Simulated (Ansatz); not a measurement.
Start from `B[S][AlH2]` and change one atom or group to get `[AlH2][S]BS`.

Ansatz, PBE0-D4/def2-TZVP geometries, multiplicity 1. Each molecule was computed in one conformer, which needn't be the lowest.

```tsv
property	`B[S][AlH2]`
HOMO–LUMO gap (PBE0/def2-TZVPP) / eV	6.30
LUMO energy (B3LYP/def2-TZVPP) / eV	-2.08
HOMO energy (PBE/def2-TZVPP) / eV	-6.99
HOMO energy (B3LYP/def2-TZVPP) / eV	-7.98
ideal-gas entropy at 298 K and 1 bar (rigid rotor, harmonic PBE0-D4/def2-TZVP) / J/(mol·K)	305
HOMO–LUMO gap (PBE/def2-TZVPP) / eV	4.22
```

Problem. Give the same properties after the change, and the shifts. (Estimate.)

Solution. The calculation gave: 
```json
{"property": "HOMO–LUMO gap (PBE0/def2-TZVPP) / eV", "`[AlH2][S]BS`": "5.69", "shift": "-0.61"}
{"property": "LUMO energy (B3LYP/def2-TZVPP) / eV", "`[AlH2][S]BS`": "-2.20", "shift": "-0.12"}
{"property": "HOMO energy (PBE/def2-TZVPP) / eV", "`[AlH2][S]BS`": "-6.61", "shift": "0.38"}
{"property": "HOMO energy (B3LYP/def2-TZVPP) / eV", "`[AlH2][S]BS`": "-7.46", "shift": "0.52"}
{"property": "ideal-gas entropy at 298 K and 1 bar (rigid rotor, harmonic PBE0-D4/def2-TZVP) / J/(mol·K)", "`[AlH2][S]BS`": "341", "shift": "36"}
{"property": "HOMO–LUMO gap (PBE/def2-TZVPP) / eV", "`[AlH2][S]BS`": "3.80", "shift": "-0.42"}
```

With PBE0 the HOMO rises by 0.47 eV and the LUMO falls by 0.13 eV, so the gap narrows by about 0.60 eV. PBE moves the HOMO by 0.38 eV and ωB97M-V by 0.53 eV. The zero-point energy changes by 6.6 kJ/mol with +3 modes.

B3LYP here is the variant with VWN-RPA as its local correlation; programs differ in this.
